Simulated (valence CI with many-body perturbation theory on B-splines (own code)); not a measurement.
**Ag¹⁵⁺: electric-dipole lines**

Level of theory: valence CI with perturbative core correlation (CI+MBPT): four valence electrons over a frozen Dirac-Fock core [Ar] 3d10, radial functions for each j: 11 s, 11 p, 9 d, 7 f, 5 g, 2 h, 1 i, with the one-electron correlation potential Σ1 (screened to all orders), the two-electron term Σ2, the three-electron term Σ3, Breit, model QED; selected single and double excitations, second order for the rest (own B-spline code, finite nucleus).

No measured spectrum was set against this ion. As an estimate, levels hold to about 250 cm⁻¹ or 0.2 % of their energy and the worst to 1 %, as in measured heavy ions of charge 2 to 7; those with d or f electrons hold less well.

Lines 1 to 50 of 223 in falling wavelength, among levels below 1009500 cm⁻¹, chosen from the strongest by gf and those to the six lowest levels. Wavelengths and rates use the calculated energies, so an error of 1000 cm⁻¹ moves a line at 506.4 Å by 0.51 % and its rate by three times that or more. Electric multipoles are in the length gauge, E1 and E2 with the static RPA response of the core. Weak lines are less certain than strong ones. Lines between different terms over intervals too small for the method are left out, as are lines whose strength nearly cancels. The highest levels of a list are the least certain.

Names give the largest LS component (configuration and term), which can be under half, so a name can repeat, a term be missing and a line seem to break the LS rules; names also repeat where a configuration has a term twice. Letters in brackets count levels of one name in rising energy.

| λ vac (Å) | Upper | Lower | A (s⁻¹) | S (a.u.) with core polarisation | S without |
| --- | --- | --- | --- | --- | --- |
| 506.4 | 4s4p³ ⁵S°_2 | 4s²4p² ¹D_2 | 1.81e+07 | 5.79e-03 | 6.36e-03 |
| 455.4 | 4s4p³ ³D°_1 | 4s²4p² ¹S_0 | 3.15e+07 | 4.41e-03 | 4.86e-03 |
| 398.3 | 4p⁴ ¹D_2 | 4s4p³ ¹P°_1 | 1.88e+09 | 2.93e-01 | 3.23e-01 |
| 395.8 | 4s4p³ ⁵S°_2 | 4s²4p² ³P_2 | 2.59e+08 | 3.96e-02 | 4.35e-02 |
| 393.4 | 4p⁴ ³P_2 | 4s4p³ ³S°_1 | 1.91e+09 | 2.87e-01 | 3.16e-01 |
| 388.8 | 4s4p³ ³D°_1 | 4s²4p² ¹D_2 | 2.49e+08 | 2.17e-02 | 2.38e-02 |
| 386.9 | 4s4p²4d ⁵F_5 | 4s²4p4d ³F°_4 | 4.42e+08 | 1.39e-01 | 1.53e-01 |
| 379.6 | 4s4p²4d ¹G_4 | 4s²4p4d ¹F°_3 | 1.23e+09 | 3.00e-01 | 3.30e-01 |
| 378.2 | 4s4p³ ³D°_2 | 4s²4p² ¹D_2 | 7.44e+07 | 9.94e-03 | 1.10e-02 |
| 374.9 | 4s4p³ ⁵S°_2 | 4s²4p² ³P_1 | 3.70e+08 | 4.81e-02 | 5.28e-02 |
| 355.6 | 4s4p³ ³D°_3 | 4s²4p² ¹D_2 | 1.48e+09 | 2.30e-01 | 2.53e-01 |
| 354.1 | 4s4p³ ³P°_1 | 4s²4p² ¹S_0 | 3.55e+08 | 2.33e-02 | 2.56e-02 |
| 346.9 | 4p⁴ ³P_0 | 4s4p³ ³S°_1 | 7.97e+09 | 1.64e-01 | 1.81e-01 |
| 334.0 | 4p⁴ ³P_2 | 4s4p³ ³P°_2 | 2.49e+09 | 2.29e-01 | 2.52e-01 |
| 329.7 | 4p⁴ ³P_1 | 4s4p³ ¹D°_2 | 1.95e+09 | 1.03e-01 | 1.14e-01 |
| 328.2 | 4p⁴ ³P_1 | 4s4p³ ³S°_1 | 4.39e+09 | 2.30e-01 | 2.53e-01 |
| 320.3 | 4p⁴ ¹D_2 | 4s4p³ ¹D°_2 | 8.94e+09 | 7.25e-01 | 7.97e-01 |
| 320.1 | 4s4p³ ³D°_1 | 4s²4p² ³P_2 | 7.00e+08 | 3.40e-02 | 3.73e-02 |
| 319.8 | 4s4p²4d ³D_2 [a] | 4s²4p4d ³D°_2 | 1.51e+09 | 1.22e-01 | 1.34e-01 |
| 315.4 | 4s4p²4d ³F_3 [a] | 4s²4p4d ³F°_3 | 9.34e+08 | 1.01e-01 | 1.11e-01 |
| 312.9 | 4s4p³ ³D°_2 | 4s²4p² ³P_2 | 1.19e+08 | 9.00e-03 | 9.89e-03 |
| 312.5 | 4s4p³ ³P°_1 | 4s²4p² ¹D_2 | 6.08e+05 | 2.74e-05 | 3.12e-05 |
| 306.8 | 4s4p³ ³P°_2 | 4s²4p² ¹D_2 | 3.51e+08 | 2.50e-02 | 2.75e-02 |
| 306.3 | 4s4p³ ³D°_1 | 4s²4p² ³P_1 | 1.34e+07 | 5.69e-04 | 6.33e-04 |
| 305.8 | 4s4p²4d ³F_3 [b] | 4s²4p4d ³D°_3 | 1.50e+09 | 1.48e-01 | 1.63e-01 |
| 303.3 | 4s4p²4d ³D_2 [b] | 4s²4p4d ³P°_1 | 1.75e+09 | 1.20e-01 | 1.33e-01 |
| 301.0 | 4p⁴ ¹S_0 | 4s4p³ ¹P°_1 | 2.03e+10 | 2.74e-01 | 3.01e-01 |
| 300.7 | 4s4p²4d ³F_3 [c] | 4s²4p4d ³D°_2 | 1.58e+09 | 1.49e-01 | 1.64e-01 |
| 299.8 | 4s4p³ ³S°_1 | 4s²4p² ¹S_0 | 1.40e+09 | 5.60e-02 | 6.17e-02 |
| 299.7 | 4s4p³ ³D°_2 | 4s²4p² ³P_1 | 5.12e+09 | 3.40e-01 | 3.74e-01 |
| 297.3 | 4s4p³ ³D°_3 | 4s²4p² ³P_2 | 2.83e+09 | 2.57e-01 | 2.83e-01 |
| 297.2 | 4s4p²4d ³F_2 [c] | 4s²4p4d ³P°_1 | 1.43e+09 | 9.27e-02 | 1.02e-01 |
| 294.6 | 4p⁴ ³P_0 | 4s4p³ ³P°_1 | 9.27e+09 | 1.17e-01 | 1.29e-01 |
| 291.7 | 4s4p²4d ³G_5 | 4s²4p4d ³F°_4 | 6.79e+09 | 9.15e-01 | 1.01e+00 |
| 290.6 | 4p⁴ ³P_2 | 4s4p³ ³D°_3 | 1.16e+10 | 7.02e-01 | 7.71e-01 |
| 286.1 | 4s4p²4d ¹G_4 | 4s²4p4d ³F°_4 | 3.08e+09 | 3.20e-01 | 3.52e-01 |
| 285.8 | 4p⁴ ³P_1 | 4s4p³ ³P°_2 | 6.49e+09 | 2.24e-01 | 2.47e-01 |
| 283.2 | 4s4p²4d ³F_3 [c] | 4s²4p4d ¹D°_2 | 3.45e+09 | 2.71e-01 | 2.99e-01 |
| 282.1 | 4s4p²4d ³F_4 [b] | 4s²4p4d ³D°_3 | 3.01e+09 | 3.00e-01 | 3.32e-01 |
| 281.2 | 4s4p²4d ³D_3 [a] | 4s²4p4d ³P°_2 | 5.17e+09 | 3.98e-01 | 4.38e-01 |
| 278.6 | 4p⁴ ¹D_2 | 4s4p³ ³P°_2 | 3.73e+09 | 1.99e-01 | 2.18e-01 |
| 277.1 | 4p⁴ ³P_2 | 4s4p³ ³D°_2 | 5.76e+09 | 3.02e-01 | 3.32e-01 |
| 275.3 | 4s4p²4d ³F_2 [b] | 4s²4p4d ³F°_3 | 1.70e+09 | 8.74e-02 | 9.62e-02 |
| 274.5 | 4s4p²4d ³D_3 [b] | 4s²4p4d ³P°_2 | 5.46e+09 | 3.91e-01 | 4.31e-01 |
| 273.6 | 4s4p²4d ³G_4 | 4s²4p4d ³F°_3 | 9.09e+09 | 8.27e-01 | 9.11e-01 |
| 272.1 | 4s4p²4d ³D_1 [c] | 4s²4p4d ³D°_1 | 2.97e+09 | 8.86e-02 | 9.72e-02 |
| 271.6 | 4p⁴ ³P_2 | 4s4p³ ³D°_1 | 1.88e+09 | 9.30e-02 | 1.02e-01 |
| 271.6 | 4s4p²4d ³F_3 [b] | 4s²4p4d ³F°_4 | 1.23e+09 | 8.52e-02 | 9.37e-02 |
| 270.4 | 4s4p³ ³D°_1 | 4s²4p² ³P_0 | 9.14e+09 | 2.68e-01 | 2.93e-01 |
| 269.4 | 4s4p³ ³S°_1 | 4s²4p² ¹D_2 | 8.01e+08 | 2.32e-02 | 2.55e-02 |
